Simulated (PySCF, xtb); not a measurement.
Mg(F)(NMe2) (C₂H₆FMgN), SMILES C[N](C)[Mg][F]. One conformer was computed; it need not be the lowest.

Harmonic wavenumbers (cm⁻¹) from GFN2-xTB in xtb 6.7.1 at its own minimum, in rising order: 46, 82, 182, 253, 255, 313, 383, 480, 582, 965, 1032, 1061, 1125, 1177, 1212, 1397, 1412, 1453, 1466, 1475, 1486, 2803, 2806, 2914, 2919, 2954, 2957.

What does B3LYP-D3(BJ)/def2-SVP run with PySCF 2.14.0 give at its own minimum? (Estimate from the structure and the level; the computed values follow.)

84, 114, 171, 212, 253, 298, 321, 515, 803, 1006, 1088, 1108, 1156, 1215, 1278, 1435, 1441, 1444, 1462, 1484, 1498, 2917, 2926, 2951, 2962, 3046, 3048. Paired by order, the mean absolute difference is 49 cm⁻¹ and the zero-point energies are 50.3 and 51.8 kcal/mol.
